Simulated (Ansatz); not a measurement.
`F[SiH]([SiH3])O[SiH3]` + H₂S → `[SiH3]S` + `O[SiH](F)[SiH3]` at 298.15 K and 1 bar (ligand exchange at the Si–O bond).

Program: Ansatz. Geometries: PBE0-D4/def2-TZVP. ΔE: electronic, gas phase. CCSD(T)/CBS is the MP2 limit (def2-TZVPP, def2-QZVPP) plus CCSD(T) − MP2 in def2-TZVPP, frozen cores. This one scheme is used for every species. One conformer a species, not always the lowest.

| species | CCSD(T)/CBS energy (Eh) | H − E (kJ/mol) | S (J/(mol·K)) |
| --- | --- | --- | --- |
| `F[SiH]([SiH3])O[SiH3]` | -1046.55730 | 202.4 | 411.2 |
| H₂S | -398.97279 | 49.9 | 205.7 |
| `[SiH3]S` | -689.27336 | 102.7 | 272.7 |
| `O[SiH](F)[SiH3]` | -756.23815 | 153.8 | 340.1 |

H − E and S are ideal-gas, rigid-rotor, harmonic terms from PBE0-D4/def2-TZVP, for one conformer and one mirror image of each species. 1 Eh = 2625.50 kJ/mol, R = 8.31446 J/(mol·K).

Q: By hand: ΔE, ΔH, ΔS and ΔG.

A: ΔE = (-689.27336) + (-756.23815) − (-1046.55730) − (-398.97279) = 0.01858 Eh = 48.8 kJ/mol. Δ(H − E) = 102.7 + 153.8 − 202.4 − 49.9 = 4.2, so ΔH = 53.0 kJ/mol. ΔS = 272.7 + 340.1 − 411.2 − 205.7 = -4.1 J/(mol·K). ΔG = 53.0 − 298.15 × (-4.1)/1000 = 54.2 kJ/mol.

Q: By hand: the equilibrium constant, and the temperature at which ΔG would vanish if ΔH and ΔS stayed fixed.

A: log₁₀ K = −ΔG/(RT ln 10) = -9.5. ΔH and −TΔS have one sign here, so there is no such temperature.

The number of gas molecules stays the same, so ΔS is small and ΔH decides. A doubt of 5 kJ/mol in ΔE shifts log₁₀ K by 0.9 here. Other conformers and mirror images would add mixing entropy, several J/(mol·K) or more a flexible species. Modes under 60 cm⁻¹, often nearly free rotors, make the harmonic entropy too high. These are equilibria of isolated gas molecules and say nothing of rates. Largest T1 diagnostic: 0.013 (customary marks: 0.02 for closed shells, 0.045 for open ones).

ΔS is within the doubt of such terms, so its sign, and with it that verdict, could turn.
